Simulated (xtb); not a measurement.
Al(F)(OMe)(SiH3) (CH6AlFOSi), SMILES [O](C)[Al]([F])[SiH3]. All values are semi-empirical tight-binding results from xtb (GFN2-xTB unless named), good for trends rather than for accurate numbers. Geometry optimised at GFN2-xTB. The structure was generated by enumeration; whether it is a known compound was not checked. The values are those of a single conformer.

The geometry has at least one imaginary mode, so it is a saddle point at that level.

For metal compounds this method's bond lengths and energies can be far off.

Computed properties:
| Quantity | Value |
|---|---|
| orbital gap | 3.96 eV |
